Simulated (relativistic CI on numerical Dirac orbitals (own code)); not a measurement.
**Line list: Electric-dipole lines, Ru37+**

Computed by Dirac-Coulomb-Breit CI, orbitals from a KLI potential per configuration, a model potential for QED, unscaled Slater integrals (own radial code, finite nucleus).

Configurations in the expansion (outside the closed core 1s2): 2s2 2p3, 2s 2p4, 2p5, 2p4 3s, 2p4 3p, 2p4 3d, 2s2 2p2 3s, 2s2 2p2 3p, 2s2 2p2 3d, 2s 2p3 3s, 2s 2p3 3p, 2s 2p3 3d, 2s2 2p2 4s, 2s2 2p2 4p, 2s2 2p2 4d, 2s2 2p2 4f. Levels of other configurations are missing.

| λ vac (nm) | Lower | Upper | A (s⁻¹) | log gf | S velocity/length |
| --- | --- | --- | --- | --- | --- |
| 0.38179 | 2s2 2p3 4S°_3/2 [2] | 2s2 2p2 3d 2D_5/2 [87] | 7.73e+13 | 0.01 | 0.99 |
| 0.38185 | 2s2 2p3 4S°_3/2 [2] | 2s2 2p2 3d 2D_3/2 [86] | 1.28e+14 | 0.05 | 0.98 |
| 0.38198 | 2s2 2p3 2P°_1/2 [4] | 2s2 2p2 3d 2D_3/2 [109] | 1.35e+14 | 0.07 | 0.99 |
| 0.38244 | 2s2 2p3 2P°_3/2 [1] | 2s2 2p2 3d 4P_1/2 [50] | 1.97e+14 | -0.06 | 0.98 |
| 0.38273 | 2s2 2p3 2P°_3/2 [1] | 2s2 2p2 3d 4P_3/2 [49] | 1.63e+14 | 0.16 | 0.98 |
| 0.38281 | 2s2 2p3 2P°_3/2 [1] | 2s2 2p2 3d 4D_5/2 [48] | 9.21e+13 | 0.08 | 0.99 |
| 0.38329 | 2s2 2p3 2D°_5/2 [3] | 2s2 2p2 3d 2F_7/2 [92] | 1.81e+14 | 0.50 | 1.00 |
| 0.38378 | 2s2 2p3 2D°_5/2 [3] | 2s2 2p2 3d 2D_5/2 [87] | 8.70e+13 | 0.06 | 0.98 |
| 0.38390 | 2s2 2p3 2P°_3/2 [1] | 2s2 2p2 3d 2F_5/2 [45] | 1.06e+14 | 0.15 | 0.99 |
| 0.38426 | 2s 2p4 4P_5/2 [6] | 2s 2p3 3d 4P°_3/2 [156] | 1.98e+14 | 0.24 | 0.97 |
| 0.38450 | 2s 2p4 4P_3/2 [8] | 2s 2p3 3d 2D°_5/2 [178] | 1.88e+14 | 0.40 | 0.99 |
| 0.38457 | 2s 2p4 4P_5/2 [6] | 2s 2p3 3d 4D°_5/2 [154] | 1.56e+14 | 0.32 | 0.98 |
| 0.38507 | 2s 2p4 4P_5/2 [6] | 2s 2p3 3d 4D°_7/2 [152] | 1.50e+14 | 0.43 | 0.99 |
| 0.39661 | 2s2 2p3 4S°_3/2 [2] | 2s2 2p2 3d 2D_5/2 [52] | 1.47e+14 | 0.32 | 0.99 |
| 0.39663 | 2s2 2p3 2P°_3/2 [5] | 2s2 2p2 3d 2D_5/2 [112] | 1.75e+14 | 0.39 | 0.99 |
| 0.39818 | 2s 2p4 2D_5/2 [10] | 2s 2p3 3d 2F°_7/2 [184] | 1.13e+14 | 0.33 | 1.00 |
| 0.39835 | 2s2 2p3 2D°_5/2 [3] | 2s2 2p2 3d 2F_7/2 [53] | 2.28e+14 | 0.64 | 1.00 |
| 0.39877 | 2s2 2p3 2D°_5/2 [3] | 2s2 2p2 3d 2D_5/2 [52] | 6.42e+13 | -0.04 | 0.97 |
| 0.39879 | 2s2 2p3 2P°_3/2 [5] | 2s2 2p2 3d 2D_5/2 [101] | 1.62e+14 | 0.37 | 0.99 |
| 0.39932 | 2s2 2p3 2P°_3/2 [5] | 2s2 2p2 3d 2P_3/2 [100] | 1.50e+14 | 0.16 | 0.97 |
| 0.39938 | 2s2 2p3 2P°_3/2 [1] | 2s2 2p2 3d 2D_5/2 [24] | 1.20e+14 | 0.23 | 0.99 |
| 0.39981 | 2s 2p4 2P_1/2 [11] | 2s 2p3 3d 2D°_3/2 [192] | 1.78e+14 | 0.23 | 0.99 |
| 0.40064 | 2s 2p4 4P_5/2 [6] | 2s 2p3 3d 4D°_7/2 [95] | 1.70e+14 | 0.52 | 1.00 |
| 0.40097 | 2s 2p4 2P_3/2 [12] | 2s 2p3 3d 2D°_5/2 [193] | 2.38e+14 | 0.54 | 0.99 |
| 0.40112 | 2s2 2p3 2P°_1/2 [4] | 2s2 2p2 3d 2D_3/2 [54] | 1.39e+14 | 0.13 | 0.99 |
| 0.40181 | 2s 2p4 4P_3/2 [8] | 2s 2p3 3d 2F°_5/2 [119] | 1.66e+14 | 0.38 | 1.00 |
| 0.40291 | 2s 2p4 2D_5/2 [10] | 2s 2p3 3d 2D°_5/2 [164] | 9.28e+13 | 0.13 | 0.97 |
| 0.40309 | 2s 2p4 4P_3/2 [9] | 2s 2p3 3d 4D°_3/2 [151] | 1.27e+14 | 0.09 | 0.97 |
| 0.40323 | 2s 2p4 2D_5/2 [10] | 2s 2p3 3d 2F°_7/2 [162] | 9.35e+13 | 0.26 | 1.00 |
| 0.40362 | 2s 2p4 4P_3/2 [9] | 2s 2p3 3d 4P°_5/2 [148] | 1.18e+14 | 0.24 | 0.99 |

Terms are leading LS components. Brackets give the number of a level in order of energy, since labels repeat. The list gives strong lines, with weight on those to low levels, among the lowest 200 of 359 levels, so that lines to higher ones, which can be the strongest, are missing. Levels whose partners in the same complex of configurations lie outside the list can be far off, and so can their lines. Rates are taken at the computed energies, electric ones in the length gauge. A velocity-to-length ratio far from 1 marks an uncertain rate.

At this charge energies of transitions that change n are usually good to better than 1 %, and those within a shell (Δn = 0) to a few per cent.

LS names give the leading component of a level, which can be under half, so a name can repeat, a term be missing and a line seem to break the LS rules.
